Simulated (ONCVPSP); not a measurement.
## H (Z = 1): one change to an ONCV potential, before and after

```json
{
 "Element": "hydrogen (H)",
 "Generator": "ONCVPSP 4.0.1",
 "Type": "optimised norm-conserving Vanderbilt (ONCV)",
 "Functional": "PBE",
 "Relativity": "fully relativistic",
 "Frozen core": "none",
 "Valence charge": "1",
 "Reference configuration": "1s1",
 "Partial waves": "1s: rc 1.45 bohr, ncon 4, nbas 8, qcut 9.2 1/bohr, 1 projector; p scattering state at 0.29 Ha: rc 1.45 bohr, ncon 4, nbas 7, qcut 5.9 1/bohr, 2 projectors, debl 0.9 Ha",
 "Local potential": "polynomial inside 1.30 bohr (lpopt 5, dvloc0 -1 Ha)",
 "Core correction": "none"
}
```

Open shells are filled in proportion to 2j + 1.

Change: all radii scaled by about 0.80 (s 1.16, p 1.16 bohr); local potential polynomial inside 1.04 bohr (lpopt 5, dvloc0 -1 Ha).

Cutoffs: the cutoffs (Ha) at which the residual kinetic energy of the hardest occupied pseudo-wave falls to 1 and 0.1 mHa per electron; they do not see the model core or the augmentation charge, which bear on the density cutoff. Errors are all-electron minus pseudo energies relative to the spin-unpolarised reference configuration.

**Question.** Predict the effect on cutoff, ghosts and configuration errors.

**Answer.** The potential gets harder (15 Ha and 22 Ha → 18 Ha and 27 Ha); neither file shows a bound ghost. A smaller radius makes the pseudo-wave follow the all-electron one further in, where it bends more sharply, so more plane waves are needed.

| quantity | base | changed |
| --- | --- | --- |
| cutoff, loose | 15 Ha | 18 Ha |
| cutoff, tight | 22 Ha | 27 Ha |
| bound ghosts | none | none |
| GHOST(+) flags under 300 eV | none | none |
| error for 1s0.5, meV [ΔE 4.76 eV] | +1.2 | +0.4 |
